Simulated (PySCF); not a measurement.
Al(Me)(H) (CH4Al), SMILES [CH3][AlH+], charge +1. Atoms are numbered in the order given.

```xyz
6

Al     0.0000     0.0000    -0.7243
C      0.0000     0.0000     1.1745
H      0.8901    -0.5139     1.5504
H     -0.8901    -0.5139     1.5504
H      0.0000     1.0278     1.5504
H      0.0000     0.0000    -2.2821
```
Charge +1, spin multiplicity 1.

Coordinates come from a PBE0-D3(BJ)/def2-TZVP optimisation. The multiplicity is an assumed one; other spin states were not compared. The isomer is the one that the SMILES or the coordinates give; other isomers of the formula were not compared.

Two levels are set side by side: PBE/pcJ-1 (PySCF) and B3LYP/pcJ-1 (PySCF). One-bond couplings, all four terms, same geometry. Isotopes: 13C, 1H, 27Al. Differences are taken from unrounded values.

| quantity | B3LYP |
|---|---|
| ¹J(C2,H3) (Hz) | 145.2 |
| ¹J(C2,H4) (Hz) | 145.2 |
| ¹J(C2,H5) (Hz) | 145.2 |

What does PBE give, and how far is it from B3LYP? (The exact figures need the calculation; the answer reports its results.)


| quantity | PBE | PBE minus B3LYP |
|---|---|---|
| ¹J(C2,H3) (Hz) | 133.2 | -12.0 |
| ¹J(C2,H4) (Hz) | 133.2 | -12.0 |
| ¹J(C2,H5) (Hz) | 133.2 | -12.0 |

Rough cost on one machine, each run with all the roots and properties that it gave: B3LYP against PBE within a factor of 2.
